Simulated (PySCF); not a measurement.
**BeB: from constants to spectrum**

PBE0 constants of BeB, ⁴Σ⁻ (quartet), unpaired electrons σ ↑, π ↑↑, a second solution, started from another occupation (basis Be def2-TZVP, B def2-TZVP; no relativity; PySCF 2.14; masses 9.0122 and 11.0093 u):

| Quantity | Value |
| --- | --- |
| ωe | 960.6 cm⁻¹ |
| ωexe | 7.18 cm⁻¹ |
| Be | 1.1751 cm⁻¹ |
| αe | 0.0127 cm⁻¹ |
| D (centrifugal) | 7.03e-06 cm⁻¹ |

Problem. Give the vibrational terms G(v) and spacings up to v = 6.

Solution. G(v) = ωe(v+½) − ωexe(v+½)².

```json
{"v": "0", "G(v) (cm⁻¹)": "479", "G(v) − G(v−1)": "", "Bv (cm⁻¹)": "1.169"}
{"v": "1", "G(v) (cm⁻¹)": "1425", "G(v) − G(v−1)": "946", "Bv (cm⁻¹)": "1.156"}
{"v": "2", "G(v) (cm⁻¹)": "2357", "G(v) − G(v−1)": "932", "Bv (cm⁻¹)": "1.143"}
{"v": "3", "G(v) (cm⁻¹)": "3274", "G(v) − G(v−1)": "918", "Bv (cm⁻¹)": "1.131"}
{"v": "4", "G(v) (cm⁻¹)": "4177", "G(v) − G(v−1)": "903", "Bv (cm⁻¹)": "1.118"}
{"v": "5", "G(v) (cm⁻¹)": "5066", "G(v) − G(v−1)": "889", "Bv (cm⁻¹)": "1.105"}
{"v": "6", "G(v) (cm⁻¹)": "5941", "G(v) − G(v−1)": "874", "Bv (cm⁻¹)": "1.093"}
```

A state of this spin cannot dissociate to the ground-state fragments, so its own limit lies higher than the one that De refers to.
